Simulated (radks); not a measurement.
Task: Species: Pd XLII. Configuration: [He] 2s2 2p1. Method: scalar-relativistic Kohn-Sham, PBE, spin-unpolarised, spherical densities, point nucleus; computed with a radial shooting solver on a logarithmic mesh with Libxc functionals. Some entries of the table are withheld. Estimate them.

orbital  occ.  eigenvalue (eV)  <r> (bohr)  r(max) (bohr)
1s          2        -27732.33     0.03172            (1)
2s          2              (2)      0.1307         0.1127
2p          1              (3)         (4)            (5)

Result: 
(1) 1s r(max) (bohr): 0.02062
(2) 2s eigenvalue (eV): -6505.154
(3) 2p eigenvalue (eV): -6245.700
(4) 2p <r> (bohr): 0.1123
(5) 2p r(max) (bohr): 0.08903
